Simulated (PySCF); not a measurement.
C4H11ClSi2.
SMILES: `C=C(C)[Si@H](Cl)C[SiH3]`

A linear-response calculation (PySCF, def2-SVPD basis, gas phase, vertical, core orbitals frozen in the response) gave these numbers; the functional is withheld.

Orbital energies (eV): HOMO-3 -11.17, HOMO-2 -10.47, HOMO-1 -10.30, HOMO -9.67, LUMO 1.10, LUMO+1 1.90, LUMO+2 2.10.

| state | E (eV) | f | main configurations (H = HOMO, L = LUMO) |
| --- | --- | --- | --- |
| S1 | 6.55 | 0.0009 | H-1→L (86%) |
| S2 | 6.82 | 0.280 | H→L (94%) |
| S3 | 7.38 | 0.0073 | H-2→L (84%) |
| S4 | 7.53 | 0.013 | H→L+1 (56%), H→L+2 (20%) |
| S5 | 7.91 | 0.016 | H-1→L+2 (44%), H-5→L (12%), H-6→L (11%) |
| S6 | 7.93 | 0.0069 | H→L+2 (52%), H→L+4 (15%), H→L+1 (13%) |

Triplets (Tamm–Dancoff): T1 4.24 eV, H→L (86%); T2 6.06 eV, H-1→L (81%), H-6→L (9%); T3 7.12 eV, H-2→L (75%), H-2→L+2 (8%); T4 7.45 eV, H→L+1 (42%), H→L+2 (30%).

Vertical ionisation energy by ΔSCF with the same functional: 9.77 eV. Mean static polarisability: 113.9 au.

Question: Which of these was used?
A. PBE
B. wB97X-D
C. HF
D. PBE0

Answer: B. wB97X-D is range-separated, 22% exact exchange at short range and 100% at long range (ω = 0.2 bohr⁻¹). In this run −ε(HOMO) = 9.67 eV differs from the ΔSCF value by -0.10 eV, and S1 differs from the orbital gap of 10.77 eV by -4.22 eV. The ratio −ε(HOMO)/IP is 0.99. Small neutral molecules mostly give 0.89 to 0.99 with wB97X-D, 0.5 to 0.7 with PBE, 0.7 to 0.83 with PBE0; with Hartree–Fock the ratio is 1 or more (Koopmans' value less the relaxation energy is the ΔSCF value). The other options: PBE, a GGA without exact exchange; HF, time-dependent Hartree–Fock, 100% exact exchange; PBE0, a global hybrid with 25% exact exchange.

Method used: PySCF 2.14.0, density-fitted response routines, TDDFT wB97X-D/def2-SVPD, vertical, gas phase, core orbitals frozen in the response. Isolated species at its PBE0-D3(BJ)/def2-SVP geometry (one conformer only).

Conformer computed: `[CH2:1]=[C:2]([CH3:3])[Si@H:4]([Cl:5])[CH2:6][SiH3:7]`: C1–C2–Si4–Cl5 127°, C2–Si4–C6–Si7 74°.
